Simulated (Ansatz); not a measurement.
A made-up structure of AlBH₂Cl₂, singlet:

```xyz
6
angstrom
Cl 1.6396 -1.9822 -0.7055
B 1.2573 -0.1322 -0.2311
Al -1.0033 0.5032 0.2731
Cl -2.6401 -1.1864 0.1588
H 2.3228 0.6802 -0.2205
H -1.5764 2.1174 0.7252
```

It is relaxed with PBE-D4/def2-SVP and then PBE0-D4/def2-TZVP (Ansatz 0.2.0). Atoms count as bonded within 1.22 times the sum of their covalent radii (H–H: 0.88 Å). The end point is not checked to be a true minimum.

(1) Does its bonding change? (Judge from chemistry; the calculation decides.)

Answers

(1) Computed: No: no bond forms or breaks.

Where it ends: The first stage lowers the energy by 1.16 eV in 5 steps. It ends as AlBH₂Cl₂ ([Cl][BH][AlH][Cl]):
```json
{"atom": "Cl1", "x (Å)": "1.4643", "y (Å)": "-1.7699", "z (Å)": "-0.6302"}
{"atom": "B2", "x (Å)": "1.1224", "y (Å)": "-0.1184", "z (Å)": "-0.2062"}
{"atom": "Al3", "x (Å)": "-0.8959", "y (Å)": "0.4493", "z (Å)": "0.2439"}
{"atom": "Cl4", "x (Å)": "-2.3579", "y (Å)": "-1.0588", "z (Å)": "0.1420"}
{"atom": "H5", "x (Å)": "2.0737", "y (Å)": "0.6070", "z (Å)": "-0.1969"}
{"atom": "H6", "x (Å)": "-1.4067", "y (Å)": "1.8909", "z (Å)": "0.6473"}
```

Labels in which every atom is bracketed show which atoms are joined, not bond orders.

For scale, one of the runs: PBE0-D4/def2-TZVP relaxation, 154 basis functions, launched by `ansatz run in.yaml --threads 2 --pin off --events-out ev --progress --plain --max-ram 4352MiB`. The run took about 24 s on 2 CPU threads of an Arm Neoverse V1 (shared host).
